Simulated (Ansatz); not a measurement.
AlBrH₂S, SMILES `[SH][AlH][Br]`, relaxed with RKS PBE0-D4/def2-TZVP in Ansatz from a PBE-D4/def2-SVP geometry. The force threshold is 0.005 eV/Å; the program also tests the step.

Total charge 0; spin multiplicity 1.

Start:

```xyz
5

S    -1.000   -0.704    1.259
Al   -0.067    0.252   -0.507
Br    1.061    2.206   -0.264
H     0.155   -1.398    1.482
H    -0.149   -0.357   -1.971
```

Q: How much energy does the relaxation release, and in how many steps? (An estimate is asked.)

A: Ansatz gave: 26.47 kJ/mol, in 12 steps.

Q: Which bonds change most? (Estimate.)

A: The calculation gave: S1–Al2 from 2.215 to 2.170 Å; S1–H4 from 1.366 to 1.345 Å; Al2–H5 from 1.587 to 1.569 Å; Al2–Br3 from 2.269 to 2.253 Å.

Q: Give the relaxed structure. (An estimate is asked.)

A: The calculation gave: 
```xyz
5

S    -0.683   -1.263    0.929
Al   -0.051    0.108   -0.630
Br    1.260    1.854   -0.072
H    -0.026   -0.589    1.890
H    -0.500   -0.111   -2.117
```
